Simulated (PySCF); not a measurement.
Input of a run (PBE0-D3(BJ)/def2-SVP geometry optimisation, gas phase, def2 core potentials past Kr (PySCF 2.14.0)), started from GFN2-xTB:
```
{"job": {"xc": "PBE0", "basis": "def2-SVP", "d3": "d3bj", "grid": 1, "maxiter": 40, "shake": 0.03, "kind": "geom"}, "charge": 0, "multiplicity": 1}
Te    -0.661180    -1.019370     0.023490
Br    -0.582980    -0.845090     2.610650
Br    -0.744910    -0.807100    -2.623690
C      1.504980    -0.778640    -0.102240
H      1.774510    -1.686520    -0.632560
H      1.817840    -0.712210     0.896850
H      1.688650     0.092470    -0.668160
C     -1.076040     1.170520     0.072460
H     -2.085400     1.312820     0.636920
H     -1.166230     1.561730    -0.882970
H     -0.371180     1.625890     0.700140
```

Output (energies in Eh, forces in Eh/bohr):
```
step   0  E = -5494.81708046  max force = 0.061457
step   1  E = -5494.83183109  max force = 0.011829
step   2  E = -5494.83298001  max force = 0.007718
step   3  E = -5494.83335194  max force = 0.001982
step   4  E = -5494.83340916  max force = 0.000386
step   5  E = -5494.83342818  max force = 0.000396
step   6  E = -5494.83343732  max force = 0.000315
optimisation converged
```

Task: Summarise the run.

Result: The energy falls by 10.3 kcal/mol over 7 energy and gradient evaluations, the largest force component goes from 0.0615 to 3.2e-04 Eh/bohr, and the atoms move by 0.062 Å rms after alignment. The bond that changes most is Te1–C8 (ends: tellurium bonded to 2 Br and 2 C; carbon bonded to Te and 3 H), which shortens by 0.093 Å. Bonds longer at the end by more than 0.005 Å: 7 of 10; shorter: 3. Among the angles that change most is Te1–C4–H5, from 100.5° to 106.8°. The energy never rose by more than 1e-6 Eh on the way. The first step brought 90 % of the lowering.

Task: What are the final bond lengths?

Result: Te1–Br2 2.671 Å, Te1–Br3 2.672 Å, Te1–C4 2.138 Å, Te1–C8 2.136 Å, C4–H5 1.097 Å, C4–H6 1.096 Å, C4–H7 1.096 Å, C8–H9 1.097 Å, C8–H10 1.096 Å, C8–H11 1.096 Å. Numbering counts from 1 in the input's order; the species is TeBr2Me2, `C[Te](C)(Br)Br`.

The run used 148 basis functions and 47 SCF cycles in all. Time: 1.7 min; peak memory 0.64 GiB. Hardware: Arm Neoverse V1, one thread, no GPU (shared host).

No frequency check.
